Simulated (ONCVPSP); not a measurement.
# B (Z = 5), ONCV: configuration errors across variants

ONCVPSP 4.0.1 input, shortened (lines: element, Z, core and valence counts, functional; n l f; lmax; l rc ep ncon nbas qcut; lloc lpopt rc5 dvloc0; l nproj debl; icmod fcfact rcfact), PBEsol, scalar-relativistic:

```
  B 5.00    1    2  -116133      upf
    1    0    2.00
    2    0    2.00
    2    1    1.00
    1
    0    1.30    0.00    4    7    6.10
    1    4.00    0.00    3    7    4.20
    4    4    1.15    1.00
    0    2    3.10
    1    2    1.10
    2    0.15    1.00
```

All-electron excitation energies from the reference (eV): (1) 2s2 2p0 8.139; (2) 2s1 2p0 33.401; (3) 2s2 2p0.5 2.855; (4) 2s1 2p2 5.819.

1 further variants failed, have other tests or too few solved ones, and are left out.

Errors AE − PS in meV (a dash: test not solved or not reliable):

| change | (1) | (2) | (3) | (4) | bound ghosts | GHOST(+) flags above zero |
| --- | --- | --- | --- | --- | --- | --- |
| base | +192 | +563 | +32 | -42 | none | none |
| s: rc 1.08; local potential polynomial inside 1.08 bohr (lpopt 4, dvloc0 1 Ha) | +192 | +561 | +32 | -42 | none | s |
| s: rc 1.18 | +192 | +563 | +32 | -42 | none | none |
| s: rc 1.36 | +192 | +563 | +32 | -42 | none | none |
| s: rc 1.46 | +192 | +563 | +32 | -42 | none | none |
| s: rc 1.76 | +193 | +561 | +32 | -44 | none | none |
| s: rc 1.86 | +193 | +558 | +32 | -45 | none | none |

(1) Give the same row for: s: rc 1.62.

## Answers

(1) +193, +561, +32, -43; bound ghosts: none; GHOST(+) flags above zero: none.
